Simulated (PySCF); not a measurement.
C3H4F2Si, SMILES C#C[Si](C)(F)F. Coordinates come from a PBE0-D3(BJ)/def2-SVP optimisation.

All values below come from PBE0-D3(BJ)/def2-SVP run with PySCF.

Harmonic wavenumbers (cm⁻¹): 124, 128, 142, 215, 256, 306, 369, 398, 603, 742, 756, 760, 774, 817, 914, 970, 1279, 1419, 1422, 2180, 3067, 3177, 3178, 3472. Rotational constants (GHz): 3.664, 2.083, 2.015; symmetry number 1.

Problem. Work out the zero-point energy and the ideal-gas rigid-rotor harmonic-oscillator thermochemistry at 298.15 K and 1 atm.

Solution. ZPE = ½ Σ hcν = ½ × 27471 cm⁻¹ = 39.27 kcal/mol. H − E(el) = 44.67 kcal/mol. Entropy in cal/(mol K): translation 39.90, rotation 27.44, vibration 17.83, total 85.16. G − E(el) = 19.28 kcal/mol. Cp = 27.75 cal/(mol K). Modes under 150 cm⁻¹ make the vibrational entropy uncertain.
